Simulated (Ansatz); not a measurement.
One change: `[NH2][Zr]([OH])([Cl])[Cl]` becomes `[NH2][Zr]([Cl])([Cl])[Cl]`.

Ansatz, PBE0-D4/def2-TZVP geometries, multiplicity 1. Each molecule was computed in one conformer, which needn't be the lowest.

Elements past krypton have def2 core potentials.

```csv
property,`[NH2][Zr]([OH])([Cl])[Cl]`
LUMO energy (ωB97M-V/def2-TZVPP) / eV,0.57
HOMO energy (ωB97M-V/def2-TZVPP) / eV,-10.26
LUMO energy (PBE/def2-TZVPP) / eV,-2.20
HOMO energy (PBE0/def2-TZVPP) / eV,-7.97
"ideal-gas entropy at 298 K and 1 bar (rigid rotor, harmonic PBE0-D4/def2-TZVP) / J/(mol·K)",396
LUMO energy (PBE0/def2-TZVPP) / eV,-1.34
```

(1) Give the same properties after the change, and the shifts. (Best estimate.)

Answers

(1) Ansatz gave: 
```tsv
property	`[NH2][Zr]([Cl])([Cl])[Cl]`	shift
LUMO energy (ωB97M-V/def2-TZVPP) / eV	-0.02	-0.59
HOMO energy (ωB97M-V/def2-TZVPP) / eV	-10.70	-0.44
LUMO energy (PBE/def2-TZVPP) / eV	-2.98	-0.78
HOMO energy (PBE0/def2-TZVPP) / eV	-8.40	-0.43
ideal-gas entropy at 298 K and 1 bar (rigid rotor, harmonic PBE0-D4/def2-TZVP) / J/(mol·K)	411	15
LUMO energy (PBE0/def2-TZVPP) / eV	-2.15	-0.81
```

With PBE0 the HOMO falls by 0.43 eV and the LUMO falls by 0.81 eV, so the gap narrows by about 0.38 eV. PBE moves the HOMO by -0.42 eV and ωB97M-V by -0.44 eV. The zero-point energy changes by -30.6 kJ/mol with -3 modes. Modes under 60 cm⁻¹, often nearly free rotors, make the harmonic entropy too high.
